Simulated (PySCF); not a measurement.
C5H7F, SMILES C=C(C)C(=C)F. The structure is a stationary point at PBE-D3(BJ)/def2-SVP. One conformer was computed; it need not be the lowest.

These are PBE-D3(BJ)/def2-SVP run with PySCF 2.14.0 values and carry that method's errors.

Harmonic wavenumbers (cm⁻¹): 98, 204, 273, 337, 383, 454, 513, 591, 698, 752, 754, 815, 889, 923, 929, 974, 1017, 1165, 1318, 1338, 1366, 1374, 1400, 1418, 1630, 1672, 2970, 3043, 3085, 3092, 3119, 3198, 3227. Rotational constants (GHz): 5.046, 3.353, 2.041; symmetry number 1.

**Question.** Work out the zero-point energy and the ideal-gas rigid-rotor harmonic-oscillator thermochemistry at 298.15 K and 1 atm.

**Answer.** ZPE = ½ Σ hcν = ½ × 45018 cm⁻¹ = 64.36 kcal/mol. H − E(el) = 69.09 kcal/mol. Entropy in cal/(mol K): translation 39.27, rotation 26.63, vibration 13.07, total 78.98. G − E(el) = 45.54 kcal/mol. Cp = 26.35 cal/(mol K). Modes under 150 cm⁻¹ make the vibrational entropy uncertain.
